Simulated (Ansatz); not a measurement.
```yaml
crystal:
  periodic: [false, false, false]
  atoms:
    - {symbol: Al, position_ang: [-1.472634, 1.062446, 0.764564]}
    - {symbol: C, position_ang: [-1.183456, -0.685828, -0.154756]}
    - {symbol: B, position_ang: [0.238774, -0.950487, 0.254599]}
    - {symbol: Si, position_ang: [1.827426, -0.090748, -0.645211]}
    - {symbol: H, position_ang: [-0.725535, 2.348585, 0.226275]}
    - {symbol: H, position_ang: [-2.536243, 1.134385, 1.933970]}
    - {symbol: H, position_ang: [-1.356192, -0.328096, -1.179519]}
    - {symbol: H, position_ang: [-1.982812, -1.333032, 0.211647]}
    - {symbol: H, position_ang: [0.449621, -1.616991, 1.233803]}
    - {symbol: H, position_ang: [2.518437, 0.845137, 0.292360]}
    - {symbol: H, position_ang: [2.827614, -1.126632, -1.035734]}
    - {symbol: H, position_ang: [1.472099, 0.686162, -1.868197]}
basis:
  gaussian: {orbitals: def2-TZVP}
hamiltonian: {xc: {name: B2PLYP}, dispersion: rvv10}
```

```sh
$ ansatz run in.yaml --threads 2 --pin off --events-out ev --progress --plain --max-ram 4352MiB
```

Q: How does Ansatz answer? (An estimate is asked.)

A: Computed: The input was rejected before any iteration.
```
Error: invalid value for `hamiltonian.dispersion`: this functional's text states its nonlocal part
```
